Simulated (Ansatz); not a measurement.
Reaction (ligand exchange at the Si–O bond): `[OH][Ga]([SH])[O][SiH3]` + `[OH][Ga]([Cl])[Cl]` → `[SiH3][O][Ga]([Cl])[Cl]` + `[OH][Ga]([OH])[SH]`

Calculated with Ansatz (gas phase, PBE0-D4/def2-TZVP geometries, no zero-point term in ΔE). CCSD(T)/CBS adds triple-zeta CCSD(T) − MP2 to the extrapolated MP2 energy (def2 sets, frozen cores). DFT in def2-TZVPP. B3LYP here is the variant with VWN-RPA as its local correlation; programs differ in this. For Ga outer-core shells are correlated without core-valence functions, which leaves a few kJ/mol of doubt a bond. Scalar relativity is left out up to krypton. Each species was taken in one conformer, which may not be the lowest.

```
  level  ΔE (eV)
ωB97X-V     0.03
  B3LYP     0.03
```

(1) What does CCSD(T)/CBS give? (Estimate.)

Largest T1 diagnostic among the species: 0.014.

Answers

(1) The calculation gave: +0.02 eV. The listed levels differ from it by 0.01, 0.01 eV.
